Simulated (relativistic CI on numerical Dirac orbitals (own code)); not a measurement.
What each ingredient does to the levels of Nd XIII

Base calculation: Dirac-Coulomb-Breit CI, separate exchange-only KLI orbitals for each configuration, model QED, unscaled Slater integrals.

CI space (outside the closed core [Kr]): 4d10.5s2, 4d10.5s.4f, 4d10.5s.5p, 4d10.5s.5d, 4d10.4f.5d, 4d10.5s.5f, 4d10.5p.5d, 4d9.5s2.4f, 4d10.5s.5g, 4d10.5s.6s, 4d10.4f.5g, 4d10.5s.6p, 4d10.5p.5g, 4d10.5s.6d, 4d10.5d.5f, 4d10.5s.7s, 4d9.5s2.5p, 4d10.5s.6f, 4d10.5s.7p, 4d10.5s.7d, 4d10.4f2, 4d9.4f3, 4d10.5p2, 4d9.4f.5p2, 4d10.4f.5p, 4d9.4f2.5p, 4d10.5d2, 4d9.4f.5d2, 4d10.4f.5f, 4d9.4f2.5f, 4d10.5f2, 4d9.4f.5f2, 4d10.5p.5f, 4d9.4f.5p.5f. Double excitations out of closed p, d and f shells are left out; levels of such configurations are missing from the list, as are those of other unlisted configurations, and high levels can miss mixing partners. Some configurations lack a partner that the ground configuration has and come out too high, among them 4d9.5s2.5p.

Variants: (1) one mean potential for all configurations; (2) non-relativistic limit. Shifts of the energy above 4d10.5s2 1S_0, in cm⁻¹, for the lowest level and the first level of each name with at least 55 % of one term (blank where a level changes its place among those of its configuration and J or its character, or is not in the variant):

```csv
Level,Base,Δ(1),Δ(2)
4d10.5s2 1S_0,0.0,0.0,0.0
4d10.5s.4f 3F°_2,67861.1,+2168.4,-90468.4
4d10.5s.4f 3F°_3,69159.0,+2152.2,-91766.4
4d10.5s.4f 3F°_4,71966.7,+2074.2,-94574.1
4d10.5s.4f 1F°_3,78626.6,+2203.1,-94547.4
4d10.5s.5p 3P°_0,145307.2,+184.0,-10229.1
4d10.5s.5p 3P°_1,154123.0,+204.8,-19044.8
4d10.4f2 3H_4,178506.5,+13973.0,-179604.8
4d10.4f2 3H_5,181574.3,+13786.5,-182672.6
4d10.4f2 3H_6,184775.0,+13604.8,-185873.3
4d10.4f2 3F_2,187410.6,+13877.1,-180636.3
4d10.4f2 3F_3,189372.3,+13751.0,-182597.9
4d10.5s.5p 3P°_2,192754.7,+297.8,-57676.5
4d10.4f2 1D_2,209112.2,+13618.5,-182495.1
```

At this charge transitions that keep the count of f electrons are usually good to a few per cent. Terms inside the open d or f shell come out 10 to 20 % too wide with unscaled integrals. Levels and lines within the n = 5 or 6 shells can be off by up to 10 % or somewhat more, and those that change n by about 2 %, since core polarisation is missing. Levels that differ in their count of f electrons can be misplaced by several ten thousand cm⁻¹, since the correlation energy of f electrons is missing or only estimated; rates across such gaps can be off by orders of magnitude.

Ionisation energy from one configuration of each of the two ions, the ground ones as tabulated or assumed: base 221.482 eV. The NIST ASD value (theoretical) is 221 ± 3 eV.

LS names give the leading component of a level, which can be under half, so a name can repeat, a term be missing and a line seem to break the LS rules.
